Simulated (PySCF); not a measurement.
**CuH₃⁻ at several levels of theory**

All levels use the PBE0 minimum (doublet; Cu–H 1.576 Å, Cu–H 1.580 Å (×2); H–Cu–H 98.6° (×2), H–Cu–H 162.9°), basis [Cu def2-TZVPD, H def2-TZVPD], no relativity, density fitting, no spin–orbit coupling, PySCF. For vertical energies the ionised species is a singlet (spins chosen at PBE0 and kept). Open shells are unrestricted, also as the reference of the correlated levels. Dipoles are about the centre of mass. A dash marks a value that was not computed or is not defined at that level.

```csv
level,vertical detachment energy (eV),−ε(HOMO) (eV),dipole (D)
PBE0,2.29,0.25,0.92
HF,3.32,2.68,2.42
MP2,-0.09,–,–
PBE,2.09,-0.91,0.64
CCSD(T),?,–,–
r2SCAN,?,?,?
B3LYP,2.33,0.06,0.86
TPSSh,2.21,-0.36,0.88
CAM-B3LYP,2.48,1.55,0.92
M06-2X,2.56,1.37,1.26
```

(1) Fill in the row of CCSD(T).

(2) Fill in the row of r2SCAN.

Answers

(1) vertical detachment energy (eV) 1.94.

(2) vertical detachment energy (eV) 2.21, −ε(HOMO) (eV) -0.63, dipole (D) 0.73.

For CuH₃⁻ itself CCSD(T) correlates 23 electrons; T1 = 0.074, D1 = 0.465, (T) = -41 kJ/mol. T1 is large, so the single-reference value is itself in doubt.

The highest occupied level lies above zero at PBE, r2SCAN, TPSSh, a mark of self-interaction error.

Open d and f shells are described by one determinant, and the ground state may have another occupation or spin. The lowest empty level of this anion is unbound, so it and the gap depend on the basis.
